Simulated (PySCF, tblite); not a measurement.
A database entry of computed molecular properties. Lists by class give the value and the number of equivalent atoms.

```json
{
 "formula": "C6H7O3",
 "smiles": "C=[C]/C(=C/OC=O)OC",
 "inchi": "InChI=1S/C6H7O3/c1-3-6(8-2)4-9-5-7/h4-5H,1H2,2H3/b6-4-",
 "charge": 0,
 "multiplicity": 2,
 "geometry_level": "GFN2-xTB",
 "atoms_angstrom": [
  ["C", -2.626, -0.675, -0.356],
  ["C", -1.394, -0.335, -0.191],
  ["C", -0.109, 0.03, -0.011],
  ["C", 0.927, -0.87, -0.269],
  ["O", 2.22, -0.497, -0.084],
  ["C", 3.191, -1.372, -0.326],
  ["O", 3.054, -2.504, -0.704],
  ["O", 0.247, 1.278, 0.424],
  ["C", -0.814, 2.166, 0.676],
  ["H", -3.145, -0.546, -1.298],
  ["H", -3.217, -1.126, 0.433],
  ["H", 0.737, -1.874, -0.615],
  ["H", 4.158, -0.888, -0.122],
  ["H", -0.355, 3.095, 1.007],
  ["H", -1.404, 2.346, -0.229],
  ["H", -1.478, 1.782, 1.458]
 ],
 "electronic_structure_code": "PySCF",
 "results": {
  "GFN2-xTB geometry": {
   "point_group": "Cs",
   "rotational_constants_GHz": [3.13, 0.87, 0.687]
  },
  "GFN2-xTB harmonic vibrations, gas phase": {
   "strongest_ir_bands_cm-1_km_per_mol_modes": [
    [1125.9, 227.5, 1],
    [1276.3, 174.8, 1],
    [1385.7, 83.6, 1],
    [1737.2, 880.4, 1],
    [1966.6, 76.6, 1],
    [2857.3, 73.5, 1]
   ],
   "zpe_kcal_per_mol": 71.4
  },
  "UKS B3LYP, pcH-1 on C H O, non-relativistic, mean-field spin-orbit, GIAO": {
   "g_iso": 2.00247,
   "g_tensor": [2.00209, 2.00213, 2.00319],
   "s2": 0.773,
   "a_iso_by_class_MHz": [
    ["1H", 99.2, 2],
    ["13C", 67.4, 1],
    ["13C", -51.9, 1],
    ["1H", -46.8, 1],
    ["13C", 45.2, 1]
   ],
   "spin_populations_mulliken_by_atom": [-0.1, 0.51, -0.2, 0.66, 0.01, 0.03, 0.04, -0.01, 0.0, 0.04, 0.04, -0.03, 0.0, 0.0, 0.0, 0.0]
  }
 }
}
```

The zero-point energy, half the sum of the 42 harmonic wavenumbers, equals 24960 cm⁻¹ or 299 kJ/mol. With B = h/(8π²I), that is 505.379 GHz u Å² over I, the principal moments of inertia are 161.5, 581.1 and 736.0 u Å² (most abundant isotopes); the inertial defect Ic − Ia − Ib is -6.6 u Å² (zero for a rigid planar frame, negative otherwise). g_iso is shifted by about +150 ppm from the free-electron value 2.002319; the principal values span 0.0011. The rotational constants make it an asymmetric top with κ = (2B − A − C)/(A − C) = -0.85, nearer the prolate limit (−1). ⟨S²⟩ is 0.023 above the pure-spin value S(S + 1) = 0.75.

 In GFN2-xTB open shells enter through the occupations alone, without spin polarisation, so single modes can be far off. Hyperfine couplings depend on the geometry, which wasn't re-optimised at a DFT level. Couplings of like nuclei are plain means over topologically equivalent atoms, as if these changed places fast (by rotation of a methyl-like group, say); in this geometry the members of some sets differ.

Conformer computed: `[CH2:1]=[C:2]/[C:3](=[CH:4]/[O:5][CH:6]=[O:7])[O:8][CH3:9]`: C3–C4–O5–C6 180°, C4–O5–C6–O7 0°, C2–C3–O8–C9 0°.

One conformer stands for the species.
